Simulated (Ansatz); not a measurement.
Reaction (cleavage of the Si–Si bond): `N[SiH]([SiH3])[SiH3]` + H₂Se → `N[SiH]([SiH3])[SeH]` + SiH₄

Isolated molecules relaxed with PBE0-D4/def2-TZVP in Ansatz; ΔE leaves out vibrations. CCSD(T)/CBS adds triple-zeta CCSD(T) − MP2 to the extrapolated MP2 energy (def2 sets, frozen cores). This one scheme is used for every species. DFT in def2-TZVPP. For Se outer-core shells are correlated without core-valence functions, which leaves a few kJ/mol of doubt a bond. Scalar relativity is left out up to krypton. One conformer a species, not always the lowest.

CCSD(T)/CBS gives -0.74 eV.

(1) Another level gave -0.80 eV. Which?
A. BHLYP/def2-TZVPP
B. CCSD(T)/def2-TZVPP
C. SCS-MP2/def2-TZVPP
D. PBE0-D4/def2-TZVPP

Largest T1 diagnostic among the species: 0.013.

## Answers

(1) C. SCS-MP2/def2-TZVPP -0.80, PBE0-D4 -0.65, BHLYP -0.75, CCSD(T)/def2-TZVPP -0.70 eV.

From PBE to PBE0 (25 % exact exchange), in def2-TZVPP and without D4, ΔE moves by −0.04 eV. Leaving LDA and LC-ωPBE aside and taking each functional with its dispersion term where it has one, the values, not all of them listed here, spread over 0.15 eV, from BHLYP-D4 to PBE-D4.
